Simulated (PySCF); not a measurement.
Excitation energy of Be⁺ by level of theory

Be⁺ [He] 2s1 (2S) → Be⁺ [He] 3d1 (2D), as a difference of total energies. Computed with PySCF 2.14 in dyall-av2z (11s7p2d, 42 functions), with the non-relativistic Hamiltonian (point nucleus). The calculations carry no spin-orbit coupling.

| method | excitation energy (eV) |
| --- | --- |
| UHF | 12.297 |
| LDA | 11.946 |
| PBE | 11.853 |
| PBE0 | 11.985 |
| r2SCAN | 11.849 |
| B97-3 | 11.576 |
| wB97X-V | 12.276 |
| BHandHLYP | 12.219 |
| MN15 | 12.329 |

The promoted electron is Rydberg-like, and one or two diffuse shells describe it only roughly, which tends to raise the upper state.

For comparison: 12.157 eV (measured; NIST levels, between the centres of gravity of the two terms).
